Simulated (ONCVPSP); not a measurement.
What the settings do to the ONCV potential of Mn (Z = 25)

Base potential:

- Element: manganese
- Generator: ONCVPSP 4.0.1
- Type: optimised norm-conserving Vanderbilt (ONCV)
- Functional: PBE
- Relativity: scalar-relativistic
- Frozen core: [Ar]
- Valence charge: 7
- Reference configuration: 3d5 4s2
- Partial waves: 4s: rc 2.20 bohr, ncon 4, nbas 8, qcut 2.7 1/bohr, 1 projector; p scattering state at 0.22 Ha: rc 1.90 bohr, ncon 4, nbas 7, qcut 3.8 1/bohr, 1 projector; 3d: rc 1.65 bohr, ncon 4, nbas 8, qcut 10.4 1/bohr, 3 projectors, debl 0.4 Ha
- Local potential: polynomial inside 1.55 bohr (lpopt 5, dvloc0 2 Ha)
- Core correction: none

Cutoffs, loose and tight: the cutoffs (Ha) at which the residual kinetic energy of the hardest occupied pseudo-wave falls to 1 and 0.1 mHa per electron. They do not see the model core or the augmentation charge, which bear on the density cutoff. Test errors are all-electron minus pseudo excitation energies from the reference, over the configurations 3d5 4s1; 3d5 4s0; 3d4 4s0; 3d5 4s0 4p1. A dash means not determined; rows that change the core or the reference have their own tests.

| change | outcome | cutoff, loose | cutoff, tight | bound ghosts | GHOST(+) flags above zero | largest test error (meV) |
| --- | --- | --- | --- | --- | --- | --- |
| base | generated | 39 Ha | 44 Ha | none | s | +259 |
| d: qcut 7.8 | generated | 29 Ha | 75 Ha | none | s, d | +270 |
| d: qcut 9.9 | generated | 37 Ha | 42 Ha | none | s | +260 |
| d: qcut 12.3 | generated | 45 Ha | 52 Ha | none | s | +253 |
| d: qcut 13.9 | generated | 61 Ha | 70 Ha | none | s | +145 |
| d: qcut 14.9 | failed: ERROR pspot: first pseudo wave function has node, program will stop | – | – | – | – | – |

Question: What comes out with this change to the base: d: qcut 6.1?

Answer: outcome: generated; cutoff, loose: 83 Ha; cutoff, tight: 106 Ha; bound ghosts: none; GHOST(+) flags above zero: s, d; largest test error (meV): +280.

Reading the sweep of the qcut of the d channel (base included, trends over the rows without a ghost): The loose cutoff is not monotonic: lowest 29 Ha at 7.8 1/bohr, highest 83 Ha at 6.1 1/bohr. The median size of the test errors (rows with all tests solved) falls from 89.4 meV at 6.1 to 70.7 meV at 13.9 1/bohr. The generation fails at 14.9 1/bohr.
